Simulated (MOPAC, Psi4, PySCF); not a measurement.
Approach curve of the dimer HBr ··· BCl3 (SMILES Br and ClB(Cl)Cl). Monomers: optimised at B3LYP-D3(BJ) (def2-TZVP), held rigid. Orientation: lowest of the rigid-body minima from ten starts at GFN2-xTB. Only R, the distance of the centres of mass, is varied, so the lowest point isn't the relaxed dimer.

- RKS-B3LYP/3-21G = restricted B3LYP/3-21G, no counterpoise correction in PySCF
- RKS-B3LYP/6-31G* = restricted B3LYP/6-31G*, spherical d, no counterpoise correction (PySCF 2.14.0)
- PM7, restricted, heats of formation (MOPAC)
- SAPT0/jun-cc-pVDZ, frozen core (Psi4)

Interaction energies in kcal/mol; the last columns give the difference from SAPT0:

```
R / Å  RKS-B3LYP/3-21G  RKS-B3LYP/6-31G*    PM7  SAPT0/jun-cc-pVDZ  RKS-B3LYP/3-21G − SAPT0/jun-cc-pVDZ  RKS-B3LYP/6-31G* − SAPT0/jun-cc-pVDZ  PM7 − SAPT0/jun-cc-pVDZ
-----  ---------------  ----------------  -----  -----------------  -----------------------------------  ------------------------------------  -----------------------
3.99             10.24             11.34   6.86              10.03                                 0.21                                  1.31                    -3.17
4.25              2.57              4.11   0.75               3.62                                -1.05                                  0.49                    -2.87
4.38              0.74              2.22  -0.78               1.88                                -1.14                                  0.35                    -2.65
4.62             -0.79              0.37  -2.13               0.09                                -0.88                                  0.28                    -2.22
4.85             -1.07             -0.28  -2.41              -0.59                                -0.48                                  0.31                    -1.82
5.03             -0.97             -0.43  -2.33              -0.76                                -0.21                                  0.33                    -1.57
5.30             -0.69             -0.40  -2.01              -0.75                                 0.06                                  0.35                    -1.27
5.63             -0.40             -0.26  -1.57              -0.59                                 0.19                                  0.32                    -0.98
6.08             -0.18             -0.13  -1.05              -0.38                                 0.20                                  0.25                    -0.67
6.80             -0.06             -0.05  -0.52              -0.19                                 0.13                                  0.13                    -0.33
7.78             -0.03             -0.03  -0.17              -0.08                                 0.05                                  0.05                    -0.09
9.12             -0.02             -0.02  -0.06              -0.03                                 0.01                                  0.02                    -0.02
```

RKS-B3LYP/3-21G is furthest from SAPT0/jun-cc-pVDZ at 4.38 (-1.14 kcal/mol, below); its mean absolute difference over the points is 0.38 kcal/mol.

RKS-B3LYP/6-31G* is furthest from SAPT0/jun-cc-pVDZ at 3.99 (1.31 kcal/mol, above); its mean absolute difference over the points is 0.35 kcal/mol.

PM7 is furthest from SAPT0/jun-cc-pVDZ at 3.99 (-3.17 kcal/mol, below); its mean absolute difference over the points is 1.47 kcal/mol.
